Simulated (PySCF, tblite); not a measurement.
Species: C₄H₁₁N₃Si.
Structure used (GFN2-xTB), in Å, numbered top down from 1:
```xyz
19
C4H11N3Si angstrom
N     -2.4221    0.7855   -2.3559
C     -2.4317    0.0967   -1.4398
Si    -2.3804   -0.9859    0.0814
C     -1.3185   -0.0204    1.3683
N     -0.1798    0.7353    0.8777
C      0.8072   -0.0614    0.1856
C      1.9812    0.8174   -0.2714
N      3.0881    0.0917   -0.8607
H     -1.7886   -2.2562   -0.3447
H     -3.7531   -1.1400    0.5578
H     -1.9589    0.6853    1.9049
H     -0.9387   -0.7249    2.1158
H     -0.4961    1.4867    0.2715
H      1.1705   -0.8212    0.8883
H      0.3850   -0.5900   -0.6934
H      1.6235    1.5387   -1.0116
H      2.3590    1.3734    0.5900
H      2.7767   -0.4271   -1.6755
H      3.4668   -0.5745   -0.1957
```

Method: PBE0/pcSseg-1 in PySCF (dipole) on a GFN2-xTB geometry, gas phase.

Take the most abundant isotopes and a rigid rotor. The values belong to one conformer with, in the numbering `[N:1]#[C:2][SiH2:3][CH2:4][NH:5][CH2:6][CH2:7][NH2:8]`, C2–Si3–C4–N5 -37°, Si3–C4–N5–C6 -59°, C4–N5–C6–C7 -179°, N5–C6–C7–N8 174°, C6–C7–N8–H 59° and -60°.

Question: What are A, B and C (cm⁻¹)?

Answer: Ia = 211.60, Ib = 598.17, Ic = 708.78 u·Å²; 505379 MHz·u·Å²/I gives 2388, 844.9 and 713.0 MHz, that is A = 0.07967, B = 0.02818, C = 0.02378 cm⁻¹.

Question: Classify the top.

Answer: An asymmetric top: κ = (2 × 844.9 − 2388 − 713.0)/(2388 − 713.0) = -0.84.

Question: Is it planar, by Δ = Ic − Ia − Ib?

Answer: Not planar: Δ = Ic − Ia − Ib = -101.00 u·Å². For a rigid frame Δ = −2 Σ m c², so Σ m c² = 50.50 u·Å² lies off the ab plane: 14.94 from hydrogen and 35.56 from heavier atoms. The atom farthest from that plane is 2.03 Å away.

Question: Give the other two planar moments, Paa and Pbb, and the rms extents of the mass along the axes.

Answer: Paa = Σ m a² = (Ib + Ic − Ia)/2 = 547.68 and Pbb = Σ m b² = (Ia + Ic − Ib)/2 = 161.11 u·Å². With the mass M = 129.07 u, the rms extents √(P/M) along a, b and c are 2.06, 1.12, 0.63 Å.

Question: Which lines would a microwave search look for?

Answer: The dipole components are |μa| = 0.82 D, |μb| = 3.54 D, |μc| = 1.89 D. The squared components, which scale the intensities, stand as 0.05 : 1.00 : 0.28 (a : b : c). Some lines, for components of 0.1 D or more:

```csv
type,branch,"J(Ka,Kc)",MHz,lower level (cm⁻¹)
c,Q,"3(1,3) ← 3(0,3)",1249,0.310
c,Q,"1(1,1) ← 1(0,1)",1543,0.052
b,Q,"1(1,0) ← 1(0,1)",1675,0.052
b,Q,"2(1,1) ← 2(0,2)",1815,0.156
b,Q,"4(1,3) ← 4(0,4)",2366,0.516
c,R,"1(1,0) ← 0(0,0)",3233,0.000
a,R,"2(1,1) ← 1(1,0)",3248,0.108
a,R,"3(2,2) ← 2(2,1)",4674,0.371
b,R,"4(0,4) ← 3(1,3)",4903,0.352
b,Q,"2(2,1) ← 2(1,2)",5026,0.203
b,Q,"3(2,2) ← 3(1,3)",5229,0.352
a,R,"4(2,3) ← 3(2,2)",6225,0.527
c,R,"3(1,2) ← 2(0,2)",6681,0.156
b,R,"4(1,4) ← 3(0,3)",7202,0.310
b,R,"3(2,1) ← 2(1,2)",9740,0.203
b,Q,"4(4,0) ← 4(3,1)",11250,1.004
b,Q,"4(4,1) ← 4(3,2)",11252,1.003
c,R,"4(2,3) ← 3(1,3)",11454,0.352
b,R,"3(3,0) ← 2(2,1)",12726,0.371
b,R,"4(3,2) ← 3(2,1)",14258,0.528
c,R,"4(4,0) ← 3(3,0)",17498,0.795
c,R,"4(4,1) ← 3(3,1)",17499,0.795
```

Question: Estimate the classical rotational partition function at 25 K, 50 K and 500 K.

Answer: Point group C1, symmetry number σ = 1; q = (√π/σ)·√((kT/h)³/(ABC)), k/h = 20836.6 MHz/K: 17600 at 25 K, 49700 at 50 K, 1570000 at 500 K.

Its GFN2-xTB frequencies are all real (lowest 22 cm⁻¹). No vibrational averaging or centrifugal distortion is included, and the geometry carries the error of its method. A rigid rotor knows nothing of inversion at nitrogen, which can split or shift real lines. Quadrupole hyperfine structure (14N) is left out.
